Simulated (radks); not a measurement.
Values are calculated unless marked as measured or tabulated.
The copper ion Cu2+ inside a hard spherical wall (all orbitals vanish at R), configuration held at [Ar] 3d9 and not refilled when levels cross. Level of theory: non-relativistic Kohn-Sham, PBEsol, spin-unpolarised, spherical densities, point nucleus (a radial shooting solver on a logarithmic mesh with Libxc functionals). Eigenvalues in eV, with the zero of energy where the potential of the charges vanishes at infinity; a dash marks a level that is unbound or too diffuse for the functional's potential to be trusted. A positive occupied level is held by the wall or, in an anion where self-interaction has pushed it up, behind a barrier. The pressure on the wall is -dE/dV.

| R (bohr) | E (hartree) | kinetic (hartree) | e(2p) | e(3s) | e(3p) | e(3d) | e(4s, empty) | e(4p, empty) | pressure (GPa) |
|---|---|---|---|---|---|---|---|---|---|
| free | -1637.88400 | 1636.599 | -936.79 | -136.21 | -96.416 | -29.814 | -21.749 | -15.014 | 0 |
| 20 | -1637.88400 | 1636.599 | -936.79 | -136.21 | -96.416 | -29.814 | -21.749 | -15.014 | < 0.0001 |
| 12 | -1637.88400 | 1636.599 | -936.79 | -136.21 | -96.416 | -29.814 | -21.749 | -15.014 | < 0.0001 |
| 6 | -1637.88393 | 1636.600 | -936.78 | -136.20 | -96.410 | -29.809 | -21.701 | -14.789 | 0.0106 |
| 5 | -1637.88319 | 1636.609 | -936.73 | -136.16 | -96.366 | -29.766 | -21.440 | -14.102 | 0.190 |
| 2.5 | -1637.48891 | 1638.772 | -928.50 | -129.79 | -90.105 | -23.008 | 1.719 | 16.096 | 387 |
| 2 | -1636.30688 | 1644.327 | -914.49 | -120.12 | -80.302 | -11.567 | 40.037 | 58.647 | 2730 |
